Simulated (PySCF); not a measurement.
# Exercise with solution: oscillator strength and radiative lifetime

Cl6Y2, SMILES [Cl][Y]12([Cl])<-[Cl][Y]1([Cl])([Cl])<-[Cl]2.

Geometry: PBE0-D3(BJ)/def2-SVP. The multiplicity is an assumed one; other spin states were not compared. The def2 effective core potentials stand for the cores of Y; spin–orbit coupling is left out. The values are those of a single conformer.

PySCF with TDA-M06-2X/def2-SVPD puts the first singlet state with f over 0.02 at 6.11 eV (vertical), with the transition dipole (-0.669, 0.000, 0.000) in atomic units.

Q: Find the oscillator strength, the wavelength and the radiative lifetime that this transition would have in vacuum if emission retraced absorption.

A: 
|μ|² = 0.4476 au, so |μ| = 1.70 D. ΔE = 6.11/27.211 = 0.2245 hartree. f = (2/3) ΔE |μ|² = 0.067 (the program prints 0.067).
λ = 1239.84/6.11 = 203 nm; ν = 49280 cm⁻¹.
Einstein's coefficient A = 0.6670 ν² f s⁻¹ (ν in cm⁻¹) = 1.1e8 s⁻¹, so τ = 1/A = 9.2 ns. This state is S4; the lower singlets have f = 0.000, 0.000, 0.000. The figure is the radiative limit of this one transition; relaxation, internal conversion, crossing to triplets and a medium change what is measured.
